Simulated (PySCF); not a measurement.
**Frontier levels across methods**

Species: C6H7NO.
Numbering: `[CH3:1][O:2][c:3]1[cH:4][cH:5][n:6][cH:7][cH:8]1` (hydrogens: H9, H10, H11 on C1; H12 on C4; H13 on C5; H14 on C7; H15 on C8)

Geometry (PBE0-D3(BJ)/def2-SVP, Å), atoms numbered from 1 in this order:
```xyz
15
C6H7NO angstrom
C      2.2546   -0.1412    0.1163
O      1.2118    0.7931    0.0288
C     -0.0501    0.3475   -0.0402
C     -1.0647    1.3113   -0.1118
C     -2.3823    0.8826   -0.1830
N     -2.7548   -0.3991   -0.1887
C     -1.7855   -1.3027   -0.1220
C     -0.4245   -1.0003   -0.0459
H      2.2893   -0.7989   -0.7694
H      3.1869    0.4343    0.1688
H      2.1676   -0.7657    1.0222
H     -0.8021    2.3704   -0.1095
H     -3.1879    1.6240   -0.2391
H     -2.0960   -2.3546   -0.1280
H      0.3068   -1.8070    0.0064
```

Basis pcSseg-1 throughout (PySCF), one geometry. The structure is a single PBE0-D3(BJ)/def2-SVP conformer in the gas phase; no vibrational or solvent corrections.

**Question.** How do the orbital energies, the gap and the dipole change with the method?

**Answer.** 
```tsv
method	kind	HOMO (eV)	LUMO (eV)	gap (eV)	μ (D)	SCF cycles
B97-D	GGA	-5.76	-1.26	4.50	3.39	16
LDA	LDA	-5.83	-1.63	4.20	3.51	15
KT2	GGA	-5.98	-1.33	4.65	3.32	16
PBE0	global hybrid	-7.24	-0.45	6.78	3.38	14
BHandHLYP	global hybrid	-8.19	0.63	8.81	3.32	13
CAM-B3LYP	range-separated hybrid	-8.46	0.67	9.13	3.36	14
LC-wPBE	range-separated hybrid	-9.74	1.69	11.43	3.39	13
```

The HOMO spans 3.98 eV, from B97-D down to LC-wPBE, and the gap runs from 4.20 eV (LDA) to 11.43 eV (LC-wPBE). Over the methods B97-D (0 %), LDA (0 %), KT2 (0 %), PBE0 (25 %), BHandHLYP (50 %), a straight line through the gap against the share of exact exchange rises by 0.88 eV for each 10 % (correlation coefficient 0.996). The dipole ranges from 3.32 D (BHandHLYP) to 3.51 D (LDA). This basis has no diffuse functions.

The vertical ΔSCF ionisation energy at CAM-B3LYP/def2-SVPD is 9.21 eV; −ε(HOMO) comes closest to it with LC-wPBE (9.74 eV).
